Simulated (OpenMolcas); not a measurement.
## Tc5+: moving or changing the point charges

Tc5+ among 6 point charges of -1 e arranged as a tetragonal octahedron (D4h), 1.92 Å from the ion, with the axial distance 1.709 Å.
```
   1.9200    0.0000    0.0000  -1.00
   0.0000    1.9200    0.0000  -1.00
  -1.9200    0.0000    0.0000  -1.00
   0.0000   -1.9200    0.0000  -1.00
   0.0000    0.0000    1.7088  -1.00
   0.0000    0.0000   -1.7088  -1.00
```

- Program: OpenMolcas 26.06
- Method: SS-CASPT2, IPEA 0.25 Eh, imaginary shift 0.1 Eh (closed shells correlated: 4s 4p)
- Basis: ANO-RCC-VDZP [6s5p3d1f]
- Scalar Hamiltonian: DKH2, point nucleus
- Active space: 2 electrons in 5 orbitals (4d)
- State averaging: 2S+1 = 3 even, 10 roots; 2S+1 = 1 even, 15 roots
- Spin-orbit coupling: state interaction with AMFI integrals over the reference wave functions

Runs around this geometry, states (labels of D4, the rotations of D4h). Energies in cm-1 above the lowest state or level, χT in cm3 K/mol.

```json
{"R (Å)": "1.92", "q (e)": "-0.65", "Axial / equatorial distance": "0.89", "Ground state": "3E", "First state of that spin": "3A2 730", "First gap with spin-orbit (degeneracies)": "240 (1, 1)", "χT at 300 K": "0.173", "First state of another spin": "1E 10960"}
{"R (Å)": "1.73", "q (e)": "-1", "Axial / equatorial distance": "0.89", "Ground state": "3E", "First state of that spin": "3A2 1860", "First gap with spin-orbit (degeneracies)": "140 (1, 1)", "χT at 300 K": "0.174", "First state of another spin": "1A1 11540"}
{"R (Å)": "1.92", "q (e)": "-1", "Axial / equatorial distance": "0.89", "Ground state": "3E", "First state of that spin": "3A2 1300", "First gap with spin-orbit (degeneracies)": "200 (1, 1)", "χT at 300 K": "0.164", "First state of another spin": "1E 11320"}
{"R (Å)": "2.07", "q (e)": "-1", "Axial / equatorial distance": "0.89", "Ground state": "3E", "First state of that spin": "3A2 980", "First gap with spin-orbit (degeneracies)": "220 (1, 1)", "χT at 300 K": "0.173", "First state of another spin": "1E 11060"}
{"R (Å)": "1.92", "q (e)": "-1", "Axial / equatorial distance": "0.96", "Ground state": "3E", "First state of that spin": "3A2 330", "First gap with spin-orbit (degeneracies)": "270 (1, 1)", "χT at 300 K": "0.153", "First state of another spin": "1E 11240"}
```

Taking the first state of the same spin as R^-n, n = -ln(980 / 1860) / ln(2.07 / 1.73) = 3.6 between the shortest and longest distance.

Scaling the charges by -0.65 / -1 = 0.65 scales the first state of the same spin by 730 / 1300 = 0.56; with fixed orbitals a first-order splitting would follow the charge.

An orbital doublet at a regular site is open to a Jahn-Teller distortion, which this geometry leaves out. Free-ion shares, where given, are those of the reference states; single-state CASPT2 does not remix them. This is an electrostatic model: the charges have no orbitals. No measured value stands beside these numbers.
